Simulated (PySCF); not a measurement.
A species of formula C6H5NS has this rotational fingerprint, computed with PySCF, PBE0-D3(BJ)/def2-SVP geometry optimisation, gas phase:

- Rotational constants: A = 2548, B = 1777, C = 1054 MHz
- Dipole components: |μa| = 4.19 D, |μb| = 2.05 D, |μc| = 0.04 D
- Inertial defect: -3.17 u·Å²
- κ: -0.03

Question: Which structure is it? (One computed conformer of each.)
A. `CC1=C(C#N)SC=C1`
B. `C1=CC2=C(C=CS2)N1`

Answer: A. It is Cc1ccsc1C#N, an asymmetric top. The candidates at the same level (rigid rotor, commonest isotopes):

| SMILES | A (MHz) | B (MHz) | C (MHz) | μa (D) | μb (D) | μc (D) | Δ (u·Å²) | point group | rotor |
| --- | --- | --- | --- | --- | --- | --- | --- | --- | --- |
| c1cc2sccc2[nH]1 | 4002 | 1734 | 1210 | 1.77 | 2.01 | 0.00 | 0.00 | Cs | asymmetric top |
| Cc1ccsc1C#N | 2548 | 1777 | 1054 | 4.19 | 2.05 | 0.04 | -3.17 | – | asymmetric top |

`c1cc2sccc2[nH]1` has A 57 % too high. No structure here is proved a minimum.
